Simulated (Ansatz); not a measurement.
Reaction (redistribution): `[NH2][In]([NH2])[Br]` + `[Br][AlH][Br]` → `[NH2][In]([Br])[Br]` + `[NH2][AlH][Br]`

Computed with Ansatz on PBE0-D4/def2-TZVP structures; ΔE is electronic, products minus reactants. CBS: MP2 limit from def2 TZ/QZ plus the TZ coupled-cluster correction, frozen cores. Functionals use def2-TZVPP. def2 core potentials past Kr. For Br, In outer-core shells are correlated without core-valence functions, which leaves a few kJ/mol of doubt a bond. Scalar relativity is left out up to krypton. One conformer a species, not always the lowest.

```tsv
species	LC-ωPBE energy (Eh)
`[NH2][In]([NH2])[Br]`	-2875.93865
`[Br][AlH][Br]`	-5390.68496
`[NH2][In]([Br])[Br]`	-5393.83804
`[NH2][AlH][Br]`	-2872.80911
```

Task: Work out ΔE.

Result: ΔE = (-5393.83804) + (-2872.80911) − (-2875.93865) − (-5390.68496) = -0.02354 Eh = -14.8 kcal/mol. CCSD(T)/CBS gives -14.0 kcal/mol.

Largest T1 diagnostic among the species: 0.012.

At CCSD(T), def2-SVP lies −2.5 kcal/mol from the extrapolated value and def2-TZVPP −0.4 kcal/mol. In def2-TZVPP, CCSD(T) changes the Hartree–Fock value by +4.0 kcal/mol (the triples alone add +0.5 kcal/mol) and MP2 by +4.4 kcal/mol. Leaving LDA and LC-ωPBE aside and taking each functional with its dispersion term where it has one, the values, not all of them listed here, spread over 3.1 kcal/mol, from BHLYP-D4 to revPBE-D4.
